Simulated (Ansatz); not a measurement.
Abstraction of F: CBrCl2F + SiF3 → CBrCl2 + SiF4

Gas-phase species: CBrCl2F (bromodichlorofluoromethane) `FC(Cl)(Cl)Br`, singlet; SiF3 (trifluorosilyl) `F[Si](F)F`, doublet; CBrCl2 `Cl[C](Cl)Br`, doublet; SiF4 (silicon tetrafluoride) `F[Si](F)(F)F`, singlet. A radical takes F: the energy is the difference in strength between the C–F bond broken and the Si–F bond made.

Shapes, held fixed at every level: PBE0-D4/def2-TZVP. Programs: Ansatz 0.2.0. The zero-point and thermal change to 298 K, harmonic and unscaled (PBE0-D4/def2-TZVP), is +0.5 kJ/mol.

| level | kind | ΔH(298 K) (kJ/mol) | less CCSD(T)/def2-TZVPP |
| --- | --- | --- | --- |
| HF/def2-SVP | Hartree–Fock | -252.1 | +2.9 |
| SPW92/def2-TZVPP | LDA | -217.6 | +37.4 |
| B3LYP-D4/def2-TZVPP | global hybrid | -246.3 | +8.7 |
| PBE0-D4/def2-TZVPP | global hybrid | -238.8 | +16.2 |
| CCSD(T)/def2-SVP | coupled cluster or CI | -225.6 | +29.4 |
| CCSD/def2-TZVPP | coupled cluster or CI | -262.2 | -7.2 |
| CCSD(T)/def2-TZVPP | coupled cluster or CI | -255.0 | 0.0 |

The highest level, CCSD(T)/def2-TZVPP, gives ΔH(298 K) = -255.0 kJ/mol; the levels span -262.2 to -217.6. The column of differences is taken from that level and isn't an error. No measured value is set beside it here. Open shells run unrestricted. Relativity is left out for Br. Outer-core shells of Br are correlated, in sets that cover them unevenly.
